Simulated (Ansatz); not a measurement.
System: sum formula H6Si2O, charge 0, multiplicity 1. SMILES: [SiH3]O[SiH3]
Geometry from a B3LYP-D3(BJ)/def2-TZVP (Ansatz, an electronic-structure program) optimisation:
```
O
Si 1 1.6366
Si 1 1.6366 2 149.58
H 2 1.4780 1 108.35 3 -179.52
H 3 1.4780 1 108.35 2 -179.52
H 3 1.4817 5 109.63 1 120.17
H 2 1.4817 4 109.63 1 120.17
H 2 1.4818 4 109.62 7 119.64
H 3 1.4818 5 109.62 6 119.64
```
Charge 0, spin multiplicity 1.

Atomisation energy built up term by term with Ansatz (kcal/mol; UHF references for open shells; valence terms freeze the core; atomic spin-orbit terms are left out). CBS marks a two-point X^-3 extrapolation of the correlation energy; Hartree-Fock from the larger set.

| term | basis | kcal/mol |
|---|---|---|
| Hartree-Fock | aug-cc-pV(Q+d)Z | 536.39 |
| CCSD correlation | CBS(aug-cc-pV(T+d)Z,aug-cc-pV(Q+d)Z) | 158.30 |
| (T) | CBS(aug-cc-pV(T+d)Z,aug-cc-pV(Q+d)Z) | 6.11 |
| core correlation | cc-pwCVTZ | -0.11 |
| scalar relativity (X2C) | cc-pVTZ-DK against cc-pVTZ | -1.80 |
| sum: De |  | 698.9 |

(T) makes 0.9 % of the CCSD(T) atomisation energy; under 5 % is typical of single-reference molecules.
